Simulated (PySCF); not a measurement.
## Electron correlation in P³⁺ (phosphorus, charge +3)

[Ne] 3s2, closed-shell 1S. All numbers are calculated (PySCF 2.14, scalar relativity by spin-free X2C-1e, in cc-pVDZ-DK (4s3p1d, 18 functions)). Frozen: [Ne]; 2 electrons correlated.

Total MP2 correlation energy: -31.82 mhartree.

Same-spin part 0.00 and opposite-spin part -31.82 mhartree; SCS-MP2 scales them by 1/3 and 6/5 to -38.19 mhartree.

With two correlated electrons CCSD is exact within the correlated space (frozen core and kept virtual orbitals).

```json
{"level": "CCSD", "correlation energy (mhartree)": "-47.77"}
```

Diagnostics: T1 = 0.0039, D1 = 0.0055, largest double amplitude 0.116.

Is a single reference adequate?

Mostly. T1 lies below 0.03, but a double amplitude of this size points to a near-degeneracy that CCSD handles and MP2 describes poorly.
